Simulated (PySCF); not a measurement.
C3H9Si, SMILES C[Si](C)C, multiplicity 2.

Geometry: B3LYP-D3(BJ)/def2-SVP. The isomer is the one that the SMILES or the coordinates give; other isomers of the formula were not compared.

Computed with PySCF with TDA-LC-ωPBE/def2-SVPD.

Vertical excitations; the highest root listed may be one member of a degenerate set. Isolated molecule, no solvent.

Computed lowest excited states:
```json
[
 {"state": "root 1", "energy (eV)": "5.65", "λ (nm)": "219", "f": "0.088", "main pairs": "α HOMO→LUMO+1, α HOMO→LUMO+6, α HOMO→LUMO+8, β HOMO−1→LUMO (degenerate set)"},
 {"state": "root 2", "energy (eV)": "5.65", "λ (nm)": "219", "f": "0.088", "main pairs": "α HOMO→LUMO+2, α HOMO→LUMO+5, α HOMO→LUMO+7, β HOMO→LUMO (degenerate set)"},
 {"state": "root 3", "energy (eV)": "5.66", "λ (nm)": "219", "f": "0.051", "main pairs": "α HOMO→LUMO 79 %, α HOMO→LUMO+3 16 %"},
 {"state": "root 4", "energy (eV)": "5.81", "λ (nm)": "213", "f": "0.019", "main pairs": "α HOMO→LUMO+1, α HOMO→LUMO+6, β HOMO−1→LUMO (degenerate set)"},
 {"state": "root 5", "energy (eV)": "5.81", "λ (nm)": "213", "f": "0.019", "main pairs": "α HOMO→LUMO+2, α HOMO→LUMO+5, β HOMO→LUMO (degenerate set)"},
 {"state": "root 6", "energy (eV)": "6.78", "λ (nm)": "183", "f": "0.126", "main pairs": "α HOMO→LUMO+3 74 %, α HOMO→LUMO 17 %"},
 {"state": "root 7", "energy (eV)": "7.70", "λ (nm)": "161", "f": "0.001", "main pairs": "α HOMO→LUMO+8, α HOMO→LUMO+12, α HOMO→LUMO+6 (degenerate set)"},
 {"state": "root 8", "energy (eV)": "7.70", "λ (nm)": "161", "f": "0.001", "main pairs": "α HOMO→LUMO+7, α HOMO→LUMO+13, α HOMO→LUMO+5 (degenerate set)"},
 {"state": "root 9", "energy (eV)": "7.73", "λ (nm)": "160", "f": "0.001", "main pairs": "α HOMO→LUMO+6, α HOMO→LUMO+1 (degenerate set)"},
 {"state": "root 10", "energy (eV)": "7.73", "λ (nm)": "160", "f": "0.001", "main pairs": "α HOMO→LUMO+5, α HOMO→LUMO+2 (degenerate set)"}
]
```
Unrestricted roots are not spin-pure.
Roots above 7.4 eV, the ΔSCF ionisation energy, lie in the ionisation continuum and depend on the basis.
